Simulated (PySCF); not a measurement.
Species: C2H6FSi, net charge 0, doublet state. It need not be the lowest isomer of its formula. 
Geometry from a B3LYP-D3(BJ)/def2-TZVP (Ansatz) optimisation:
```xyz
10

Si    -0.2124     0.3315    -0.1726
C      1.4544     0.0163    -0.9731
C     -1.2405    -1.2331    -0.0559
F      0.0709     0.8332     1.3433
H      2.0017    -0.7410    -0.4026
H      1.3249    -0.3481    -1.9941
H      2.0592     0.9230    -1.0069
H     -1.4437    -1.6316    -1.0519
H     -2.1938    -1.0487     0.4404
H     -0.6963    -1.9918     0.5156
```
Charge 0, spin multiplicity 2.

Dispersion corrections to the total energy (kcal/mol) from the dftd3 and dftd4 libraries through PySCF: D3(BJ) without and D4 with the three-body term, each with the damping fitted for the functional named.

```
functional  D3(BJ)     D4
----------  ------  -----
B3LYP            ?  -6.55
HSE06        -2.81  -3.15
BLYP         -9.25  -9.04
PBE              ?  -4.06
CAM-B3LYP    -3.36  -3.42
TPSS         -5.40  -5.48
PBE0             ?  -3.40
```

Complete the blanks.


- B3LYP, D3(BJ): -7.58
- PBE, D3(BJ): -4.27
- PBE0, D3(BJ): -3.70
